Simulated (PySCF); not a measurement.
Zn(Et)(SiH3) (C2H8SiZn), SMILES C[CH2][Zn][SiH3].

The structure is a stationary point at PBE-D3(BJ)/def2-SVP. The structure was generated by enumeration; whether it is a known compound was not checked. One conformer was computed; it need not be the lowest.

These are PySCF 2.14.0 with PBE-D3(BJ)/def2-SVP values and carry that method's errors.

Frequencies are harmonic and unscaled.

A small imaginary wavenumber (i) marks a very flat motion, where grid noise or a shallow saddle decides the sign.

| mode | ν (cm⁻¹) | IR (km/mol) | moving atoms (share of kinetic energy) |
|---|---|---|---|
| 1 | 18i | 0.0 | H 89 %, C 8 % |
| 2 | 64 | 1.5 | Zn 32 %, C 26 %, H 21 %, Si 21 % |
| 3 | 88 | 2.5 | H 38 %, Zn 33 %, C 17 %, Si 13 % |
| 4 | 207 | 5.0 | C 54 %, H 24 %, Zn 15 % |
| 5 | 227 | 1.3 | H 86 %, C 11 % |
| 6 | 300 | 5.9 | Si 59 %, Zn 20 %, H 11 %, C 10 % |
| 7 | 403 | 5.8 | H 87 %, Si 11 % |
| 8 | 409 | 3.5 | H 82 %, Si 11 % |
| 9 | 514 | 34.6 | C 56 %, Zn 23 %, H 21 % |
| 10 | 596 | 14.0 | H 79 %, C 19 % |
| 11 | 827 | 227.7 | H 91 %, Si 9 % |
| 12 | 897 | 4.2 | H 93 % |
| 13 | 902 | 25.8 | H 98 % |
| 14 | 903 | 23.6 | H 96 % |
| 15 | 930 | 6.9 | H 88 %, C 12 % |
| 16 | 1012 | 9.0 | C 78 %, H 22 % |
| 17 | 1157 | 9.9 | H 64 %, C 36 % |
| 18 | 1201 | 1.3 | H 77 %, C 23 % |
| 19 | 1345 | 9.8 | H 83 %, C 17 % |
| 20 | 1381 | 0.9 | H 91 %, C 9 % |
| 21 | 1422 | 1.2 | H 96 % |
| 22 | 1432 | 6.3 | H 97 % |
| 23 | 2121 | 79.7 | H 99 % |
| 24 | 2133 | 97.5 | H 96 % |
| 25 | 2133 | 98.0 | H 96 % |
| 26 | 2946 | 63.2 | H 97 % |
| 27 | 2958 | 18.2 | H 95 % |
| 28 | 3005 | 5.9 | H 91 %, C 9 % |
| 29 | 3019 | 25.6 | H 91 %, C 9 % |
| 30 | 3041 | 32.6 | H 91 %, C 9 % |
